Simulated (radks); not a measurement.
Values are calculated unless marked as measured or tabulated.
Mean orbital radii <r> (bohr) of neutral promethium, [Xe] 4f5 6s2, at several levels of relativity; Dirac values are averaged over j with weights 2j + 1. Spin-unpolarised spherical Kohn-Sham, PBEsol, point nucleus unless stated (finite: rms radius 4.962 fm), a radial shooting solver on a logarithmic mesh with Libxc functionals. A level marked "c x" has the speed of light scaled by that factor and shares open shells by 2j + 1; other Dirac levels either fill j = l - 1/2 first or share by 2j + 1.

| shell | non-rel. | scalar-rel. | Dirac, 2j+1 shares | Dirac, c x 0.85 | change of magnitude, last against first (%) |
|---|---|---|---|---|---|
| 3s | 0.2761 | 0.2606 | 0.2603 | 0.2537 | -8.11 |
| 3p | 0.2658 | 0.2589 | 0.2583 | 0.2553 | -3.98 |
| 3d | 0.2371 | 0.2363 | 0.2363 | 0.2361 | -0.42 |
| 4s | 0.6262 | 0.5930 | 0.5930 | 0.5794 | -7.47 |
| 4p | 0.6432 | 0.6280 | 0.6273 | 0.6210 | -3.44 |
| 4d | 0.6879 | 0.6885 | 0.6888 | 0.6893 | +0.20 |
| 5s | 1.528 | 1.440 | 1.441 | 1.404 | -8.12 |
| 5p | 1.732 | 1.694 | 1.693 | 1.676 | -3.23 |
| 4f | 0.9865 | 1.068 | 1.070 | 1.118 | +13.32 |
| 6s | 4.600 | 4.355 | 4.357 | 4.241 | -7.79 |
| 5d (empty) | 3.107 | 3.312 | 3.315 | 3.388 | +9.03 |
| 6p (empty) | 6.016 | 6.031 | 6.023 | 6.018 | +0.05 |
